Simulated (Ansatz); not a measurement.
Cu3F4⁻, relaxed as a singlet with RKS r2SCAN-D4/def2-SVPD in Ansatz, starting from the GFN2-xTB geometry. Force threshold 0.02 eV/Å.

The relaxation made no stability test and no search for a lower SCF solution. The structure comes from a short search, and lower isomers may exist.

Start:

```xyz
7

Cu   -0.603    0.165   -2.846
Cu    0.395   -0.258    3.074
Cu    0.496    0.247   -0.497
F     1.059    0.460   -2.207
F     0.574   -0.605    4.768
F    -2.142   -0.098   -3.564
F     0.222    0.091    1.273
```

```json
{"step": "1", "energy (eV)": "-144766.2357", "largest force component (eV/Å)": "1.087", "SCF passes": "24"}
{"step": "2", "energy (eV)": "-144766.3020", "largest force component (eV/Å)": "0.607", "SCF passes": "24"}
{"step": "3", "energy (eV)": "-144766.3492", "largest force component (eV/Å)": "0.192", "SCF passes": "31"}
{"step": "4", "energy (eV)": "-144766.3628", "largest force component (eV/Å)": "0.095", "SCF passes": "24"}
{"step": "5", "energy (eV)": "-144766.3814", "largest force component (eV/Å)": "0.128", "SCF passes": "30"}
{"step": "6", "energy (eV)": "-144766.3997", "largest force component (eV/Å)": "0.226", "SCF passes": "30"}
{"step": "7", "energy (eV)": "-144766.4170", "largest force component (eV/Å)": "0.383", "SCF passes": "31"}
{"step": "8", "energy (eV)": "-144766.4418", "largest force component (eV/Å)": "0.439", "SCF passes": "30"}
{"step": "9", "energy (eV)": "-144766.4966", "largest force component (eV/Å)": "0.349", "SCF passes": "31"}
{"step": "10", "energy (eV)": "-144766.5523", "largest force component (eV/Å)": "0.276", "SCF passes": "29"}
{"step": "11", "energy (eV)": "-144766.6022", "largest force component (eV/Å)": "0.184", "SCF passes": "32"}
{"step": "12", "energy (eV)": "-144766.6293", "largest force component (eV/Å)": "0.090", "SCF passes": "31"}
{"step": "13", "energy (eV)": "-144766.6407", "largest force component (eV/Å)": "0.070", "SCF passes": "32"}
{"step": "14", "energy (eV)": "-144766.6442", "largest force component (eV/Å)": "0.213", "SCF passes": "29"}
{"step": "15", "energy (eV)": "-144766.6491", "largest force component (eV/Å)": "0.038", "SCF passes": "24"}
{"step": "16", "energy (eV)": "-144766.6508", "largest force component (eV/Å)": "0.015", "SCF passes": "24"}
{"step": "17", "energy (eV)": "-144766.6513", "largest force component (eV/Å)": "0.027", "SCF passes": "23"}
{"step": "18", "energy (eV)": "-144766.6514", "largest force component (eV/Å)": "0.005", "SCF passes": "26"}
```

Force components are those of the run's own axes.

End:

```xyz
7

Cu   -0.215    0.040   -2.423
Cu    0.216   -0.249    2.410
Cu   -0.001    0.522    0.031
F     1.193    0.678   -1.391
F     1.529   -0.944    3.383
F    -1.524   -0.543   -3.471
F    -1.197    0.496    1.461
```

By distances, no bond broke or formed, bridged metal pairs apart. The bond that changes most is Cu3–F7, from 1.80 to 1.86 Å (atoms count from 1). Metal–metal contacts that move far: Cu2–Cu3 3.61 to 2.51 Å.

The force fell under the threshold at step 16, but the optimiser went on. No frequencies were taken in this run, so the end may be a saddle point.

Hardware: 4 threads of Arm Neoverse V2 on a shared host. Wall time 77 s.
